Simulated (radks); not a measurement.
All-electron atom: Hg in [Hg].

Method: scalar-relativistic Kohn-Sham, LDA (Slater exchange, VWN5 correlation), spin-unpolarised, spherical densities, finite nucleus; Fermi nuclear charge, rms radius 5.4648 fm; computed with a radial shooting solver on a logarithmic mesh with Libxc functionals.

Energy parts (hartree):
| part | energy |
|---|---|
| total | -19607.2909 |
| kinetic | 21990.7379 |
| electron-nucleus | -48842.7084 |
| Hartree | 7604.2786 |
| exchange-correlation | -359.5990 |

Orbitals (lengths in bohr, moments of r in powers of bohr):
orbital,occ.,eigenvalue (hartree),<r^4>
1s,2,-3052.750,4.004e-07
2s,2,-541.1444,0.00005837
2p,6,-467.0169,0.00004764
3s,2,-128.4056,0.002107
3p,6,-106.9775,0.002323
3d,10,-84.34124,0.001783
4s,2,-28.20510,0.04685
4p,6,-21.17397,0.06274
4d,10,-12.81473,0.08596
4f,14,-3.54054,0.1596
5s,2,-4.35385,1.202
5p,6,-2.45386,2.258
5d,10,-0.37036,14.38
6s,2,-0.26176,113.2
6p,0,-0.04352,1057

The highest occupied level is 6s at -7.123 eV. Summed over all electrons, <r^2> = 61.12 bohr^2, which gives a Langevin (diamagnetic) susceptibility term of -48.4 x 10^-6 cm^3/mol. The density falls to 0.001 e/bohr^3 at r = 4.30 bohr. The electron density at the nucleus is 2.49e+06 e/bohr^3 (large components only).
